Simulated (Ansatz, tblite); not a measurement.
Forces on Ag₄H₄⁺ at its r2SCAN-D4/def2-SVP geometry. Charge 1, multiplicity 2.

In the def2 sets Ag takes a core potential; there is no spin–orbit coupling. The xTB rows come from tblite. Another isomer (doublet) lies 0.17 eV lower at PBE0-D4/def2-TZVP; other spin states weren't run for this one.

GFN1-xTB (tblite), largest force 0.83 eV/Å:

```xyz
8
positions Å, forces eV/Å
Ag    0.764    1.573    0.377    0.235    0.513    0.114
Ag   -0.942   -2.078   -0.454    0.140   -0.037    0.095
Ag   -1.400    0.548   -0.970   -0.446    0.191   -0.310
Ag    1.800   -0.780    1.253   -0.086   -0.143   -0.045
H    -2.104   -1.019   -1.308    0.464    0.422    0.272
H     2.116    0.981    1.319   -0.570   -0.068   -0.371
H     0.393   -1.309    0.366    0.034   -0.114    0.032
H    -0.625    2.084   -0.583    0.229   -0.765    0.214
```

GFN2-xTB (tblite), largest force 0.60 eV/Å:

```
Ag 0.194 0.420 0.094
Ag 0.065 -0.155 0.055
Ag -0.366 0.155 -0.255
Ag 0.033 -0.170 0.036
H -0.158 0.033 -0.107
H 0.102 0.156 0.054
H 0.167 -0.559 0.156
H -0.036 0.120 -0.033
```

PBE-D4/def2-TZVP (Ansatz), largest force 0.20 eV/Å:

```
Ag 0.039 0.139 0.014
Ag 0.023 -0.197 0.031
Ag -0.102 0.073 -0.073
Ag 0.086 -0.166 0.071
H -0.068 -0.004 -0.045
H 0.054 0.054 0.031
H -0.006 0.020 -0.006
H -0.024 0.081 -0.022
```
